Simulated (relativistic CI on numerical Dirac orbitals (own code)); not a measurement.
## Nb⁵⁺: L2,3 absorption edge

Computed with this model: Dirac-Coulomb-Breit CI, separate exchange-only KLI orbitals for each configuration, model QED, valence Slater integrals scaled by 0.8, multiplet model of core-to-valence dipole absorption; configurations [Ar] 3d10 4s2 4p6 → [He] 2s2 2p5 3s2 3p6 3d10 4s2 4p6 4d; 300 K; Lorentzian 2.4 eV and Gaussian 0.5 eV FWHM. Energies are those of the free ion, without screening or charge transfer. The branching ratio is the share of the lower-energy edge in the whole absorption, uncertain by about 0.02 where the edges overlap. S is read from ⟨S²⟩ = S(S + 1).

Field parameters in Wybourne normalisation: Td as Oh with Dq negative (B⁴₀ = 21Dq, B⁴₄ = √(5/14) B⁴₀). The field is a parameter set, without covalency.

free ion: ground-state S = 0.00, centroid 2410.93 eV, branching ratio 0.678. Peaks (eV, height): 2380.8 (100), 2474.5 (47).

Td, 10Dq = -8550 cm⁻¹: ground-state S = 0.00, centroid 2410.93 eV, branching ratio 0.678. Peaks (eV, height): 2381.0 (100), 2474.5 (45).

Td, 10Dq = -13300 cm⁻¹: ground-state S = 0.00, centroid 2410.93 eV, branching ratio 0.678. Peaks (eV, height): 2381.0 (100), 2474.8 (43).

Td, 10Dq = -18050 cm⁻¹: ground-state S = 0.00, centroid 2410.93 eV, branching ratio 0.678. Peaks (eV, height): 2381.2 (100), 2473.2 (30), 2475.2 (42).

The statistical ratio of this edge is 2/3 = 0.667. Values above it arise where the holes sit mainly in the j = l + 1/2 valence subshell or the ground state has high spin; values below it where core-valence Coulomb terms move weight to the upper edge, as in nearly empty shells. At deep edges of heavy elements the radial integrals of the two core levels differ, which raises the baseline.

Strongest unbroadened transitions for Td, 10Dq = -8550 cm⁻¹:

```json
{"Energy (eV)": "2378.80", "Relative strength": "0.6"}
{"Energy (eV)": "2379.21", "Relative strength": "10.5"}
{"Energy (eV)": "2379.86", "Relative strength": "0.5"}
{"Energy (eV)": "2380.22", "Relative strength": "4.9"}
{"Energy (eV)": "2380.92", "Relative strength": "100.0"}
{"Energy (eV)": "2473.63", "Relative strength": "17.7"}
{"Energy (eV)": "2474.75", "Relative strength": "37.7"}
```
